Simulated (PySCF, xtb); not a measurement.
thionyl fluoride cation (F2OS), SMILES FS(=O)F (connectivity only; charge and spin as stated), charge +1, multiplicity 2.

Harmonic wavenumbers (cm⁻¹) from GFN2-xTB (xtb 6.7.1) at its own minimum, in rising order: 254, 291, 338, 643, 647, 1187.

What does B3LYP-D3(BJ)/def2-TZVP (PySCF) give at its own minimum? (Estimate from the structure and the level; the computed values follow.)

373, 389, 439, 862, 933, 1215. Paired by order, the mean absolute difference is 142 cm⁻¹ and the zero-point energies are 4.8 and 6.0 kcal/mol.
